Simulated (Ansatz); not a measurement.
TcOF4, that is [TcOF4]- with one electron fewer. Total charge 0; doublet. Geometry PBE0-D4/def2-SVPD, that of the charge -1 singlet; atoms count from 1.

```xyz
6

Tc    0.129   -0.080    0.078
O     1.353   -0.846    0.821
F    -0.980    0.796    1.358
F    -1.375   -1.242   -0.086
F     0.238   -0.332   -1.809
F     0.636    1.704   -0.362
```

In the def2 sets Tc takes a core potential; there is no spin–orbit coupling.

Question: Estimate the Mulliken populations from the PBE0/def2-TZVPD orbitals of Ansatz.

Answer: 
```json
{"atom": "Tc1", "charge (e)": "2.68", "spin (α − β)": "0.96", "d electrons": "4.19"}
{"atom": "O2", "charge (e)": "-0.55", "spin (α − β)": "-0.10", "d electrons": "–"}
{"atom": "F3", "charge (e)": "-0.53", "spin (α − β)": "0.04", "d electrons": "–"}
{"atom": "F4", "charge (e)": "-0.53", "spin (α − β)": "0.04", "d electrons": "–"}
{"atom": "F5", "charge (e)": "-0.53", "spin (α − β)": "0.04", "d electrons": "–"}
{"atom": "F6", "charge (e)": "-0.53", "spin (α − β)": "0.04", "d electrons": "–"}
```
Mulliken values depend strongly on the basis. With diffuse functions, as here, like atoms can get unlike values, and bond orders can come out too low or too high.

Question: Where does the spin sit?

Answer: Summed by element: Tc 0.96, O -0.10, F 0.14, of 1 unpaired in all. Largest on single atoms: Tc1 0.96, O2 -0.10, F4 0.04.

Question: And the Mayer bond orders between heavy atoms (over 0.3)?

Answer: Tc1–O2 1.78 (1.62 Å); Tc1–F3 0.60 (1.91 Å); Tc1–F4 0.60 (1.91 Å); Tc1–F5 0.60 (1.91 Å); Tc1–F6 0.60 (1.91 Å).
